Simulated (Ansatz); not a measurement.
GeCl2H2 (GeH₂Cl₂). Charge 0, multiplicity 1. Geometry r2SCAN-D4/def2-TZVP, basis def2-TZVP, Ansatz.

Cartesian coordinates in Å:
```
Ge -0.1131 0.1316 0.0368
Cl -0.6312 -1.7819 -0.7738
Cl 2.0083 0.1849 0.3279
H -0.7846 0.2672 1.4009
H -0.4795 1.1983 -0.9918
```

```
run  HOMO (eV)  LUMO (eV)
  A      -7.49      -1.64
  B      -7.63      -1.69
  C      -8.61      -1.08
  D      -8.00      -1.39
  E     -10.27       0.30
  F      -8.76      -1.02
```

B3LYP takes the VWN-RPA correlation. HSE06 is defined as in plane-wave codes, on full-range PBE exchange.

**Question.** The runs used B3LYP, BHLYP, BLYP, HSE06, PBE, r2SCAN. Estimate which is which.

**Answer.** A BLYP (0 % exact exchange); B PBE (0 % exact exchange); C HSE06 (range-separated); D r2SCAN (0 % exact exchange); E BHLYP (50 % exact exchange); F B3LYP (20 % exact exchange). Exact exchange lowers occupied and raises empty levels; among semilocal functionals meta-GGAs tend to open the gap a little, and such runs are hard to tell apart. The gap grows from 5.85 eV (BLYP) to 10.56 eV (BHLYP).
